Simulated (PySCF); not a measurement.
A species of formula C4H6FNSi has this rotational fingerprint, computed with wB97X-D/def2-SVPD in PySCF (dipole) on a GFN2-xTB geometry, gas phase:

| Item | Value |
| --- | --- |
| Rotational constants | A = 5612, B = 1118, C = 1083 MHz |
| Dipole components | \|μa\| = 3.11 D, \|μb\| = 0.98 D, \|μc\| = 0.05 D |
| Inertial defect | -75.52 u·Å² |
| κ | -0.98 |

**Question.** Which structure is it? (One computed conformer of each.)
A. `[N:1]#[C:2][SiH2:3]/[CH:4]=[CH:5]/[CH2:6][F:7]` with C2–Si3–C4–C5 -118°, C4–C5–C6–F7 1°
B. `[N:1]#[C:2][CH2:3]/[C:4]([F:5])=[CH:6]\[SiH3:7]` with C2–C3–C4–F5 -99°
C. `[N:1]#[C:2][Si@@H:3]1[CH2:4][C@H:5]1[CH2:6][F:7]` with C4–C5–C6–F7 57°

**Answer.** C. It is N#C[Si@@H]1C[C@H]1CF, a near-prolate asymmetric top, point group C1. The candidates at the same level (rigid rotor, commonest isotopes):

| SMILES | A (MHz) | B (MHz) | C (MHz) | μa (D) | μb (D) | μc (D) | Δ (u·Å²) | point group | rotor |
| --- | --- | --- | --- | --- | --- | --- | --- | --- | --- |
| N#CC/C(F)=C\[SiH3] | 2416 | 1684 | 1107 | 2.03 | 1.60 | 2.36 | -52.65 | C1 | asymmetric top |
| N#C[SiH2]/C=C/CF | 4771 | 841.2 | 767.1 | 3.12 | 3.74 | 0.81 | -47.88 | C1 | near-prolate asymmetric top |
| N#C[Si@@H]1C[C@H]1CF | 5612 | 1118 | 1083 | 3.11 | 0.98 | 0.05 | -75.52 | C1 | near-prolate asymmetric top |

`N#CC/C(F)=C\[SiH3]` has A 57 % too low; `N#C[SiH2]/C=C/CF` has C 29 % too low. No structure here is proved a minimum.
